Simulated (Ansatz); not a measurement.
Ansatz (an electronic-structure program) input (B3LYP-D3(BJ)/def2-TZVP):

Ansatz 0.2 input:
```yaml
crystal:
  periodic: [false, false, false]
  atoms:
    - {symbol: Ge, position_ang: [-0.02422862, -0.04034721, 0.84342938]}
    - {symbol: Br, position_ang: [1.08851246, -1.64454323, -0.46932967]}
    - {symbol: Br, position_ang: [-1.10015491, 1.64447792, -0.39674572]}
basis:
  gaussian:
    orbitals: def2-TZVP
hamiltonian:
  xc: b3lyp
  dispersion: d3bj
total_charge: 1
magnetization: {spin_polarized: true, initial_magnetization: 1}
relax: {f_tol: 0.002, max_steps: 150}
```

End of the output:

```
the calculation of the forces begins
reference -196606.56239024 eV, -7225.1579031271 hartree; 51, 50 occupied and 93, 94 virtual orbitals, 1021 factors
relax step   3: F+E_penalty+E_count = -196606.76664989 eV  Δ(F+E_penalty+E_count) = -2.339e-3 eV  max|allowed force component| = 1.702e-3 eV/Å  Δτ_max = 0.0250 Å  (38 SCF iters, accepted)
integrals: 0.11 GiB planned
1021 factors; integrals over basis functions are off by at most 2.4e-4 eV
mean field: 1.51 GiB planned
mean field evaluation 64: about -196606.5622 eV, gradient 1.3e-5 eV
mean field -196606.56217489 eV, -7225.1578952131 hartree, gradient 1.3e-5 eV, S^2 0.755503; 1 other end points of the search recorded, 0 dependent functions left out
the calculation of the forces begins
reference -196606.56239024 eV, -7225.1579031271 hartree; 51, 50 occupied and 93, 94 virtual orbitals, 1021 factors
Total energy: -196606.76686524 eV, -7225.1654174447 hartree
Atom 0 at    -0.022688    -0.037067     0.738355 Å, force    -0.000047     0.000004     0.001240 eV/Å
Atom 1 at     1.082470    -1.638262    -0.416602 Å, force     0.001155    -0.001702    -0.000672 eV/Å
Atom 2 at    -1.095654     1.634917    -0.344400 Å, force    -0.001108     0.001698    -0.000568 eV/Å
Dipole moment:    -0.004645    -0.010219     0.322966 e Å
```
